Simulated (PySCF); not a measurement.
Chain-length series, n-germane fluoro/fluoro (end groups after the name). Gas-phase values, no solvent. One relaxed conformer stands for each flexible species; it need not be the lowest. Strings in code marks are SMILES.

The brightest of the four lowest singlets (TDA) from two functionals at the same geometries (PBE-D3(BJ)/def2-SVP), both in PySCF: PBE-D3(BJ)/def2-TZVP and PBE0-D3(BJ)/def2-TZVP. Excitations are Tamm–Dancoff values on a coarser integration grid. The basis has no diffuse functions, so Rydberg states are missing or too high.

```csv
species,PBE0-D3(BJ)/def2-TZVP (eV)
"n = 3 (`[F][GeH2][GeH2][GeH2][F]` (F–Ge–Ge–Ge torsion 178°, Ge–Ge–Ge–F torsion 178°))",5.82
n = 4 (`[GeH2]([GeH2][GeH2][GeH2][F])[F]`),5.80
n = 5 (`[F][GeH2][GeH2][GeH2][GeH2][GeH2][F]`),5.49
n = 7 (`[F][GeH2][GeH2][GeH2][GeH2][GeH2][GeH2][GeH2][F]`),5.15
```

Problem. What does PBE-D3(BJ)/def2-TZVP give for each?

Solution. 
- n = 3 (`[F][GeH2][GeH2][GeH2][F]` (F–Ge–Ge–Ge torsion 178°, Ge–Ge–Ge–F torsion 178°)): 5.32
- n = 4 (`[GeH2]([GeH2][GeH2][GeH2][F])[F]`): 5.29
- n = 5 (`[F][GeH2][GeH2][GeH2][GeH2][GeH2][F]`): 4.92
- n = 7 (`[F][GeH2][GeH2][GeH2][GeH2][GeH2][GeH2][GeH2][F]`): 4.57
Over these rows, drawn at random from the members with no instability flagged (it was tested for open shells, ions and some series alone), PBE minus PBE0-D3(BJ): mean -0.54 eV, from -0.58 eV to -0.50 eV.
